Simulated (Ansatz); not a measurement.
Relaxed structures of Si2H3OF, closed shell (PBE0-D4/def2-TZVP; forces vanish, vibrations not checked; lower isomers may exist, and structures with a doubtful reference or unclear bonds are left out; Å). Program: Ansatz 0.2.0. Basis: def2-TZVPP. Cores are frozen in the correlated methods.

(1) Rank them by CCSD(T) energy, lowest first, and give each one's height above the lowest. Links in brackets join atoms within 1.22 times the sum of their covalent radii (1.1 for two metals). (Judge from chemistry; the value comes from the calculation.)
A.
Si₂H₃OF ([F][SiH2][O][SiH])
```
7
angstrom
F -0.1286 -2.3180 0.7022
Si -0.9081 -1.2118 -0.1345
O 0.0813 0.0712 -0.3263
Si 0.2881 1.6192 0.2235
H -1.2182 -1.7747 -1.4630
H -2.1141 -0.8347 0.6359
H 1.5904 1.8871 -0.5453
```
B.
Si₂H₃OF ([O][SiH][SiH2][F])
```
7
angstrom
F 1.8741 0.5891 -0.8450
Si -0.8706 -1.0369 -0.1458
O -2.1450 -1.0877 0.6840
Si 0.6160 0.7736 0.1314
H -0.4994 -2.0857 -1.1441
H 1.0992 0.8079 1.5324
H -0.0744 2.0396 -0.2129
```
C.
a complex of Si₂H₂O ([O]1[Si][SiH2]1) + HF
```
7
angstrom
F -0.5616 -1.6921 -2.0352
Si -0.5522 -0.7535 1.8579
O -0.2245 -0.4521 0.2421
Si 0.4250 1.0408 0.8582
H -0.4336 -1.2338 -1.2255
H 1.8662 1.1234 0.5192
H -0.3239 2.1786 0.2720
```
D.
Si₂H₃OF ([F][SiH]1[O][SiH2]1)
```
7
angstrom
F -1.0018 -1.9212 0.9094
Si -0.5937 -0.8734 -0.2152
O 1.0206 -0.4625 -0.2167
Si 0.3491 1.0516 0.2124
H -1.1028 -1.4234 -1.4882
H 0.7189 1.5031 1.5752
H 0.6098 2.1258 -0.7769
```

The T1 diagnostic stays at or below 0.019. The restricted Hartree–Fock reference is unstable towards an unrestricted one at one or more of these structures.

Answers

(1) The calculation gives: A (0.000 eV), D (0.337 eV), B (1.377 eV), C (2.585 eV). Heights count from the lowest.

For scale, one of the runs: CCSD(T)/def2-TZVPP, 188 basis functions, launched by `ansatz run in.yaml --threads 2 --pin off --events-out ev --progress --plain --max-ram 4352MiB`. The run took 57 s on 2 CPU threads of an Arm Neoverse V1 (shared host), with 1.9 GiB of host memory at its peak.
